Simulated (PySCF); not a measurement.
A GIAO shielding run with PySCF 2.14 (density fitting, non-relativistic, gas phase) on `InChI=1S/C5H8F2O2Si/c6-3-1-10-5(7)4(3)9-2-8/h2-5H,1,10H2/t3-,4+,5-/m0/s1`:

```
$ OMP_NUM_THREADS=1 python probes_run.py task.json out

{"job": {"kind": "nmr", "xc": "PBE0", "basis": "pcSseg-1"}, "charge": 0, "multiplicity": 1}
O      3.183967     0.119673     0.282843
C      2.478849    -0.824240     0.090616
O      1.204422    -0.803003    -0.260068
C      0.598056     0.474807    -0.473756
C     -0.008775     0.951986     0.851855
F     -0.586239     2.185585     0.632652
C     -1.082088    -0.045110     1.284736
Si    -1.816398    -0.739887    -0.339539
C     -0.575531     0.258128    -1.423533
F     -0.157956    -0.386981    -2.567917
H      2.797571    -1.875757     0.182793
H      1.350512     1.177175    -0.850899
H      0.765877     1.110508     1.611505
H     -1.801645     0.468983     1.918905
H     -0.621039    -0.824392     1.888492
H     -1.593027    -2.171561    -0.502277
H     -3.187502    -0.300770    -0.590733
H     -0.957813     1.231172    -1.747332
```

Hardware: 1 thread of an Arm Neoverse V1, shared host. The job also computes population analyses, field gradients, ring-centre shieldings.

**Question.** How large is the calculation?

**Answer.** 86 electrons, 217 basis functions and 1148 auxiliary functions.

**Question.** How long does it take, and how much memory does it need?

**Answer.** 54 s of wall time, with 14 SCF cycles and 5 response iterations; peak memory 1 GiB. Times on a shared host scatter by some tens of per cent.
